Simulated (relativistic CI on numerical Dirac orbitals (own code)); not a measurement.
What each ingredient does to the levels of Sr²³⁺

Base calculation: Dirac-Coulomb-Breit CI, separate exchange-only KLI orbitals for each configuration, QED by a radiative potential, unscaled Slater integrals.

CI space (outside the closed core [Ne]): 3s2.3p3, 3s.3p4, 3s2.3p2.3d, 3p5, 3s.3p3.3d, 3p4.3d, 3s.3p2.3d2, 3s2.3p.3d.4p, 3p4.4s, 3s2.3p2.4s, 3s.3p2.3d.4s, 3p4.4p, 3s2.3p2.4p, 3s2.3p.3d2, 3s2.3d3, 3s.3p.3d3, 3s2.3d2.4s, 3s2.3d2.4p, 3p3.3d2, 3p2.3d3, 3p2.3d2.4s, 3p2.3d2.4p, 3s2.3p.3d.4s, 3s.3p.3d2.4s, 3s2.3d.4s2, 3s2.3d.4s.4p. Double excitations out of closed p, d and f shells are left out; levels of such configurations are missing from the list, as are those of other unlisted configurations, and high levels can miss mixing partners.

Variants: (1) P86 correlation estimate; (2) non-relativistic limit; (3) only the first 3 configurations. Shifts of the energy above 3s2.3p3 4S°_3/2, in cm⁻¹, for the lowest level and the first level of each name with at least 55 % of one term (blank where a level changes its place among those of its configuration and J or its character, or is not in the variant):

| Level | Base | Δ(1) | Δ(2) | Δ(3) |
| --- | --- | --- | --- | --- |
| 3s2.3p3 4S°_3/2 | 0 | 0 | 0 | 0 |
| 3s2.3p3 2D°_3/2 | 98294 | +3 | -16680 | +1093 |
| 3s2.3p3 2D°_5/2 | 133707 | +3 | -52093 | +1530 |
| 3s2.3p3 2P°_1/2 | 183945 | +20 | -54397 | +8775 |
| 3s2.3p3 2P°_3/2 | 271081 | +25 | -141533 | +8107 |
| 3s.3p4 4P_5/2 | 574309 | +1618 | -92378 | -16083 |
| 3s.3p4 4P_3/2 | 638562 | +1616 | -156630 | -14823 |
| 3s.3p4 4P_1/2 | 652954 | +1620 | -171022 | -14618 |
| 3s.3p4 2D_5/2 | 754093 | +1615 | -161740 | -10009 |
| 3s2.3p2.3d 2F_5/2 | 856177 | +1537 | -55204 | -9928 |
| 3s2.3p2.3d 4F_7/2 | 870953 | +1533 | -93901 | -12801 |
| 3s2.3p2.3d 4D_1/2 | 877042 | +1566 |  | -8520 |
| 3s2.3p2.3d 4D_3/2 | 894320 | +1559 |  | -7501 |
| 3s2.3p2.3d 4F_9/2 | 908290 | +1534 | -131238 | -12702 |

At this charge energies of transitions that change n are usually good to better than 1 %, and those within a shell (Δn = 0) to a few per cent.

Ionisation energy from the two ground configurations alone: base 1094.11 eV; P86 correlation estimate 1095.73 eV. The NIST ASD value (semi-empirical) is 1105 eV.

LS names give the leading component of a level, which can be under half, so a name can repeat, a term be missing and a line seem to break the LS rules.
